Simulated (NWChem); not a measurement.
SiHF3; SMILES F[SiH](F)F

```xyz
5

Si     0.0000     0.0000     0.3319
F      1.2501     0.8171    -0.2387
F      0.0825    -1.4912    -0.2387
F     -1.3327     0.6741    -0.2387
H      0.0000     0.0000     1.7980
```
Atoms are numbered in this order, from 1.

Computed with NWChem. Pople sets run with spherical d functions. All runs use the structure optimised with PBE0/def2-SVP. Total energies compare along this basis series because the functional is fixed.

```csv
level,basis functions,energy (Ha),highest occupied level (eV),orbital gap (eV),dipole (D)
TPSS/STO-3G,25,-582.0062,-3.43,9.31,0.50
TPSS/3-21G,42,-586.6397,-9.26,9.95,1.53
TPSS/6-31G*,62,-589.8142,[?],[?],[?]
TPSS/6-31+G*,78,-589.8418,-10.00,9.68,1.51
TPSS/6-311G**,86,-589.9347,-9.85,10.23,1.52
TPSS/6-311++G**,103,-589.9466,-10.05,9.64,1.61
```

Q: Complete the blanks.

A: 
- TPSS/6-31G*, highest occupied level (eV): -9.55
- TPSS/6-31G*, orbital gap (eV): 10.30
- TPSS/6-31G*, dipole (D): 1.29
